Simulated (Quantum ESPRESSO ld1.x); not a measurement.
Results of a calculation; reference values are marked as such.
Question: The mean radii <r> (bohr) of the occupied orbitals of an atom or ion are listed with their occupations. Code: ld1.x of Quantum ESPRESSO 7.5. Model: scalar-relativistic Kohn-Sham, PBEsol, spin-unpolarised, spherical densities, point nucleus.

| orbital | occ. | <r> |
|---|---|---|
| 1s | 2 | 0.05030 |
| 2s | 2 | 0.2222 |
| 2p | 6 | 0.1939 |

Name the element and its charge.

Answer: Z = 30, zinc, charge +20: Zn20+ in [Ne]. The 1s radius gives Z: for a bare nucleus <r> = (2 gamma + 1)/(2Z) with gamma = sqrt(1 - (Z/c)^2), 0.04919 bohr for Z = 30, and screening makes it slightly larger (0.05030 here). The occupations add up to 10, and the charge is Z minus that.
